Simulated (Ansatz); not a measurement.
CH-, multiplicity 3 (lowest of 2S+1 = 1, 3, 5 at CCSD(T)/def2-TZVPP on PBE0 minima; our sources give no spin for the ground state, which may be another), most abundant isotopes (1.0078 and 12.0000 u). Constants from fifth-degree fits in 1/R to seven points on the lowest solution found; no spin–orbit coupling, no relativity up to Kr; ω_e x_e and α_e move by some per cent with the fit.

Frozen-core correlation. CBS: X⁻³ extrapolation of the correlation energy, Hartree–Fock from the larger set.

The values were computed with Ansatz (Gaussian orbitals). Values without a source in brackets are computed.

```csv
level,r_e (Å),ω_e (cm⁻¹),ω_e x_e (cm⁻¹),α_e (cm⁻¹)
PBE/def2-TZVPP,1.1547,2499.5,73.4,0.633
"CCSD(T)/CBS(aug-cc-pVQZ, aug-cc-pV5Z)",1.1357,2634.3,78.2,0.640
```

Question: Derive the rotational constants, the centrifugal constant, the fundamental, the zero-point energy and the force constant.

Answer: 
μ = 0.92974 u.
- PBE/def2-TZVPP: B_e = 16.8576/(μ r_e²) = 13.598 cm⁻¹; B₀ = B_e − α_e/2 = 13.282 cm⁻¹; D = 4B_e³/ω_e² = 1.61e-03 cm⁻¹; fundamental ω_e − 2ω_e x_e = 2353 cm⁻¹; zero-point energy ω_e/2 − ω_e x_e/4 = 1231 cm⁻¹; k = μ(2πcω_e)² = 342 N/m
- CCSD(T)/CBS(aug-cc-pVQZ, aug-cc-pV5Z): B_e = 16.8576/(μ r_e²) = 14.058 cm⁻¹; B₀ = B_e − α_e/2 = 13.738 cm⁻¹; D = 4B_e³/ω_e² = 1.60e-03 cm⁻¹; fundamental ω_e − 2ω_e x_e = 2478 cm⁻¹; zero-point energy ω_e/2 − ω_e x_e/4 = 1298 cm⁻¹; k = μ(2πcω_e)² = 380 N/m

Ansatz is a program for electronic structure.
